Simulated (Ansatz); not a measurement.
Bond stretch in Ga2, triplet.

Level of theory: full CI/cc-pVTZ, cores with 3d frozen in Ansatz (a first-principles code).

Task: Relative to R = 2.74 Å, what are the energies at R = 4.50, 5.28, 6.64, 7.96 Å?

Result: 23.8 kcal/mol at 4.50 Å, 27.6 kcal/mol at 5.28 Å, 29.2 kcal/mol at 6.64 Å, 29.6 kcal/mol at 7.96 Å.

The scan ran from 2.17 to 7.96 Å; beyond the distances shown full CI changes its symmetry label.
